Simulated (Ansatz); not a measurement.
W3O5. Total charge 0; singlet. Geometry r2SCAN-D4/def2-SVP; atoms count from 1.

```xyz
8

W    -1.125    0.658    0.850
W     0.646   -0.405   -1.209
W     1.002   -0.112    1.384
O    -1.146    0.362   -1.037
O    -0.403   -1.112    1.895
O     0.683   -2.053   -1.728
O    -1.655    2.125    1.593
O     1.999    0.537   -1.748
```

In the def2 sets W takes a core potential; there is no spin–orbit coupling. The restricted singlet is unstable towards broken spin symmetry in Hartree–Fock (as tested in another run); at PBE0-D4/def2-TZVP this wasn't settled. Another isomer (triplet) lies 0.68 eV lower at PBE0-D4/def2-TZVP; other spin states weren't run for this one.

Q: Estimate the Mulliken populations from the PBE0/def2-TZVP orbitals of Ansatz.

A: 
```csv
atom,charge (e),d electrons
W1,1.01,3.90
W2,1.07,3.73
W3,0.50,4.41
O4,-0.61,–
O5,-0.49,–
O6,-0.49,–
O7,-0.50,–
O8,-0.49,–
```
Mulliken values depend strongly on the basis.

Q: And the Mayer bond orders between heavy atoms (over 0.3)?

A: W1–W3 2.18 (2.32 Å); W1–O4 1.06 (1.91 Å); W1–O5 0.60 (2.18 Å); W1–O7 2.07 (1.73 Å); W2–W3 1.34 (2.63 Å); W2–O4 0.90 (1.96 Å); W2–O6 2.02 (1.73 Å); W2–O8 2.01 (1.74 Å); W3–O5 1.60 (1.80 Å).
